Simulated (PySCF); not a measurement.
1-(hydroxymethyl)cyclopropan-1-ol (C4H8O2), SMILES OCC1(O)CC1. Coordinates come from a PBE-D3(BJ)/def2-SVP optimisation. Other conformers were not sampled.

Computed equilibrium geometry at PBE-D3(BJ)/def2-SVP (PySCF confirms it by a frequency run) as Cartesian coordinates in Å (one conformer of several):
```xyz
14

O      1.9111    -0.2136     0.8751
C      1.1975    -0.1504    -0.3486
C     -0.2809     0.1203    -0.1204
O     -0.4957     1.2352     0.7190
C     -1.2786    -1.0123    -0.0640
C     -1.2576    -0.0569    -1.2452
H      1.8516     0.6868     1.2482
H      1.6061     0.6432    -1.0226
H      1.3346    -1.1236    -0.8633
H     -0.4279     0.8960     1.6318
H     -0.9123    -2.0416    -0.2052
H     -2.1132    -0.9107     0.6475
H     -2.0631     0.6905    -1.3048
H     -0.8817    -0.4175    -2.2163
```
Charge 0, spin multiplicity 1.
